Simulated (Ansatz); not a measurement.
Ansatz results at the PBE0-D4/def2-TZVP geometry: HOMO energy (PBE/def2-TZVPP) -5.57 eV; HOMO–LUMO gap (PBE0/def2-TZVPP) 4.85 eV; HOMO energy (ωB97M-V/def2-TZVPP) -8.61 eV.

Each molecule was computed in one conformer, which needn't be the lowest.

(1) Which molecule gave them?
A. `C=N[SiH2][SbH2]`
B. `C[BH][AlH][SiH2]C`
C. `B[SiH](O)OC`
D. `OC#C[SiH3]`

## Answers

(1) B. The others give `OC#C[SiH3]`: -6.09, 7.47, -9.57; `B[SiH](O)OC`: -6.63, 5.60, -10.15; `C=N[SiH2][SbH2]`: -5.60, 5.68, -8.76.
